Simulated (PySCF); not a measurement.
# Continuum solvent and chemical shifts

Atom-mapped SMILES (the numbers label the heavy atoms): `[CH3:1]/[C:2]([F:3])=[C:4](/[CH3:5])[CH2:6][Cl:7]`. Hydrogens are named by the atom that carries them.

GIAO PBE0/pcSseg-1 in PySCF 2.14 on one PBE0-D3(BJ)/def2-SVP conformer, non-relativistic, equivalent nuclei averaged. Solvents enter as an IEF-PCM continuum (benzene with ε = 2.3, acetone with ε = 20.5) around the gas-phase geometry. Shifts are referred to TMS, CFCl3 computed in the same medium.

In benzene, δ in ppm: C2 165.1, C4 116.5, C6 52.3, C1 15.9, C5 13.0, F3 -91.2, H(C6) 4.10, H(C1) 2.08, H(C5) 1.83. Dipole moment 2.38 D.

(1) How does each δ change in the more polar medium?

(2) Which of the listed nuclei move most (in ppm), and what does the model miss?

## Answers

(1) 
```
atoms                                  environment  Δδ, acetone
   C2              fully substituted alkene carbon         +1.6
   C4              fully substituted alkene carbon         +0.3
   C6                 allylic sp3 CH2 bonded to Cl         +1.2
   C1                        allylic methyl carbon         +0.4
   C5                        allylic methyl carbon         +0.2
   F3                             vinylic fluorine         -0.8
H(C6)  hydrogen on an allylic sp3 CH2 bonded to Cl        +0.18
H(C1)         hydrogen on an allylic methyl carbon        +0.07
H(C5)         hydrogen on an allylic methyl carbon        -0.01
```

Changes are relative to benzene. The dipole moment becomes 2.74 D in acetone.

(2) C2 (fully substituted alkene carbon, +1.6 ppm) in acetone. A continuum only polarises the solute; specific hydrogen bonds, the anisotropy of aromatic solvents and changes of geometry or conformer are outside it.
